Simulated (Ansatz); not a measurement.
Basis-set extrapolation for CH$_{7}$N$_{3}$Si (`N/C=N/[SiH2]N`) (PBE0-D4/def2-TZVP geometry, frozen core, the Gaussian-basis code of Ansatz). Multiplicity 1, RHF reference.

```csv
,def2-TZVPP,def2-QZVPP
HF,-494.376894,-494.396409
MP2 correlation,-0.908644,-0.973485
CCSD(T) correlation,-0.983484,not run
```

Energies in hartree. Use E(X) = E(∞) + A·exp(−7.88·√X) for Hartree–Fock and E(X) = E(∞) + B·X^(−2.97) for correlation, with X = 3 and 4, and add CCSD(T) minus MP2 of the smaller set to the MP2 limit.

**Question.** What is the CCSD(T) energy at the basis-set limit?

**Answer.** HF limit: -494.396409 + (-0.019515) × 0.13774 = -494.39910. MP2 limit: -0.973485 + (-0.064841) × 0.74074 = -1.02152. Higher-order term: -0.983484 − (-0.908644) = -0.07484. Total: -495.49546 hartree, 354.7 kJ/mol below CCSD(T)/def2-TZVPP.
